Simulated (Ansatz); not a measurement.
The Be1–H2 bond of BeClH (SMILES [BeH][Cl]) is stretched (multiplicity 1, the rest rigid).
Geometry at rest (charge 0, multiplicity 1):
```xyz
3

Be     0.0000     0.0000    -1.3353
H      0.0000     0.0000    -2.6579
Cl     0.0000     0.0000     0.4705
```

Correlated levels freeze the cores.

Programs: Ansatz (a quantum-chemistry and plane-wave program). 

Energies above the point at 1.323 Å (the B3LYP-D3(BJ) bond length), FIC-MRCISD+Q on CASSCF(2,2)/aug-cc-pV(T+d)Z (kcal/mol): 3.99 at 1.190 Å; 2.57 at 1.455 Å; 94.04 at 4.233 Å.

Problem. Take the last value as the depth D of a Morse curve D(1 − e^(−a(R − R₀)))², fit a and R₀ to the two near points, and test it at 1.786 and 2.315 Å.

Solution. 
With D = 94.0, both near points (counted from the curve's value at 1.323 Å) are met by a = 1.39 Å⁻¹ and R₀ = 1.325 Å, so k = 2Da² = 363 kcal/(mol Å²). The curve then gives 21.0 and 52.5 kcal/mol; the level itself gives 21.4 and 56.0, so Morse is off by -0.4 and -3.5.
